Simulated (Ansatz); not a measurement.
Ansatz (a program for electronic structure) input (B2PLYP/def2-TZVPD):

Ansatz 0.2 input:
```yaml
crystal:
  periodic: [false, false, false]
  atoms:
    - {symbol: V, position_ang: [-0.00000000, -0.00000000, -0.50250505]}
    - {symbol: F, position_ang: [0.00000000, 0.00000000, 1.28417956]}
basis:
  gaussian:
    orbitals: def2-TZVPD
hamiltonian:
  xc: {name: B2PLYP}
total_charge: 1
magnetization: {spin_polarized: true, initial_magnetization: 3}
correlation: {electrons: outside_noble_gas}
```

End of the output:

```
integrals: 0.04 GiB planned
669 factors; integrals over basis functions are off by at most 1.4e-3 eV
mean field: 0.34 GiB planned
mean field evaluation 1: about -28375.0691 eV, gradient 6.4e1 eV
mean field evaluation 2: about -28375.1600 eV, gradient 6.4e1 eV
mean field evaluation 4: about -28384.8494 eV, gradient 2.2e1 eV
mean field evaluation 8: about -28386.5492 eV, gradient 8.1e-1 eV
mean field evaluation 16: about -28386.5563 eV, gradient 5.3e-3 eV
mean field evaluation 32: about -28386.5793 eV, gradient 1.1e0 eV
mean field evaluation 64: about -28386.6459 eV, gradient 5.3e-2 eV
mean field evaluation 96: about -28386.6342 eV, gradient 1.6e0 eV
mean field evaluation 128: about -28293.1129 eV, gradient 6.5e1 eV
mean field evaluation 160: about -28386.6477 eV, gradient 1.2e-1 eV
mean field -28386.64856840 eV, -1043.1900937272 hartree, gradient 1.1e-6 eV, S^2 3.756035; 10 other end points of the search recorded, 0 dependent functions left out
10 core orbitals not correlated
reference -28386.64869474 eV, -1043.1900983702 hartree; 7, 4 occupied and 71, 74 virtual orbitals, 669 factors
second order -10.59141007 eV of doubles, -0.00000000 eV of singles
Total energy: -28389.50837546 eV, -1043.2951896983 hartree
```

This state (charge 1, quartet) is run at the relaxed geometry of the species with charge 0 and multiplicity 5.
